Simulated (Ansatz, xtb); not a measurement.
## Two isomers of C4H4F2O3

We compare a, `O=C(O/C=C\O)C(F)F`, a singlet, with b, `O=CCOC(=O)C(F)F`, a singlet. Both are isolated molecules in the gas phase, relaxed with r2SCAN-D4/def2-SVP, each in the lowest conformer that the search found.

Quicker runs give these differences E(b) − E(a): GFN2-xTB +16.4 kJ/mol; HF/STO-3G −52.7 kJ/mol (at GFN2-xTB geometries); r2SCAN-D4/def2-SVP//GFN2-xTB −25.4 kJ/mol.

Question: Which of the two would you expect CCSD(T)/def2-SVP + ΔMP2/def2-TZVPP electronic energies to favour?

Answer: Structure b; the calculation gives E(b) − E(a) = −30.0 kJ/mol.

The same difference at several levels:

```json
{"level": "GFN2-xTB", "geometry": "GFN2-xTB", "E(b) − E(a) (kJ/mol)": "+16.4", "departure from the last row (kJ/mol)": "+46.4", "job, with rough time for the two": "optimisation, 0.38 s"}
{"level": "HF/STO-3G", "geometry": "GFN2-xTB", "E(b) − E(a) (kJ/mol)": "−52.7", "departure from the last row (kJ/mol)": "−22.7", "job, with rough time for the two": "single point, 0.64 s"}
{"level": "r2SCAN-D4/def2-SVP//GFN2-xTB", "geometry": "GFN2-xTB", "E(b) − E(a) (kJ/mol)": "−25.4", "departure from the last row (kJ/mol)": "+4.6", "job, with rough time for the two": "single point, 6.9 s"}
{"level": "r2SCAN-D4/def2-SVP", "geometry": "r2SCAN-D4/def2-SVP", "E(b) − E(a) (kJ/mol)": "−25.7", "departure from the last row (kJ/mol)": "+4.3", "job, with rough time for the two": "optimisation, 3.2 min"}
{"level": "HF/def2-SVP", "geometry": "r2SCAN-D4/def2-SVP", "E(b) − E(a) (kJ/mol)": "−45.6", "departure from the last row (kJ/mol)": "−15.6", "job, with rough time for the two": "part of the CCSD(T) run"}
{"level": "MP2/def2-SVP", "geometry": "r2SCAN-D4/def2-SVP", "E(b) − E(a) (kJ/mol)": "−43.9", "departure from the last row (kJ/mol)": "−13.9", "job, with rough time for the two": "part of the CCSD(T) run"}
{"level": "CCSD(T)/def2-SVP", "geometry": "r2SCAN-D4/def2-SVP", "E(b) − E(a) (kJ/mol)": "−43.7", "departure from the last row (kJ/mol)": "−13.7", "job, with rough time for the two": "single point"}
{"level": "CCSD(T)/def2-SVP + ΔMP2/def2-TZVPP", "geometry": "r2SCAN-D4/def2-SVP", "E(b) − E(a) (kJ/mol)": "−30.0", "departure from the last row (kJ/mol)": "", "job, with rough time for the two": "single point, 4.7 min"}
```

As drawn, b has 1 C=O, 1 C–C, 1 C–H in place of 1 C–O, 1 C=C, 1 O–H.

GFN2-xTB puts the two in the other order. The largest departure from CCSD(T)/def2-SVP + ΔMP2/def2-TZVPP is that of GFN2-xTB, 46.4 kJ/mol. The last row adds to CCSD(T) the change of the MP2 difference between the two basis sets, here +13.7 kJ/mol, a large step that makes the value less sure.

With thermal terms from frequencies at re-optimised GFN2-xTB minima (ideal gas, soft modes damped towards free rotors, one conformer each, 298.15 K, 1 atm): the zero-point term adds −2.1 kJ/mol; ΔH is −32.1 and ΔG −32.0 kJ/mol.

The correlated steps freeze 9 core orbitals. Programs: Ansatz 0.2.0, xtb 6.7.1; the last row on 2 threads of Arm Neoverse V2 on a shared host.
